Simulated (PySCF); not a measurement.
**Radial density of P²⁺ (phosphorus, charge +2)**

MN15, [Ne] 3s2 3p1, 2P determinant. Calculation: PySCF 2.14, in x2c-SVPall; the spin-free X2C one-electron Hamiltonian (Gaussian nucleus).

```tsv
r (bohr)	4πr²ρ (e/bohr)	4πr²(ρα − ρβ)
0.00172	0.08020	0.0000
0.00289	0.2233	0.0000
0.00486	0.6057	0.0000
0.00818	1.546	0.0000
0.0138	3.584	0.0000
0.0231	7.563	0.0001
0.0389	13.20	0.0012
0.0654	17.15	0.0072
0.110	14.24	0.0303
0.185	10.73	0.0859
0.311	15.21	0.1178
0.524	12.58	0.0238
0.881	3.332	0.1097
1.48	2.039	0.5968
2.49	0.8327	0.2970
4.19	0.04249	0.0309
7.05	4.939e-05	0.0000
```

Densities and radii are taken from the X2C orbitals without a picture-change correction, which distorts them close to the nucleus.
